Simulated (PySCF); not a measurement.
# Iodine: a sound run and one with changed settings

Sound run: I [Kr] 4d10 5s2 5p5, I+ [Kr] 4d10 5s2 5p4. Calculation: PySCF 2.14, in def2-TZVP with the def2 core potential (28 electrons); a scalar-relativistic core potential. The sound run starts from symmetry-adapted Hartree-Fock orbitals and uses a fine grid where one is needed.

Changed run: 6 angular points. This setting is unsound on purpose.

```
species  method  sound run (hartree)  changed run (hartree)  converged
      I     UHF           -296.65857             -296.65857        yes
      I  r2SCAN           -297.79501             -306.87228         no
      I     LDA           -297.25865             -304.51821        yes
     I+     UHF           -296.30757             -296.30757        yes
     I+  r2SCAN           -297.40775             -306.11999        yes
     I+     LDA           -296.86209             -303.58571        yes
```

Ionisation energy of I:

```csv
method,sound run (eV),changed run (eV)
UHF,9.551,9.551
```

A coarse angular grid integrates products of high-l functions wrongly, so density functionals can shift, and the SCF can exploit the error; Hartree-Fock and MP2 need no grid.

For comparison, NIST gives 10.451 eV between the lowest levels.
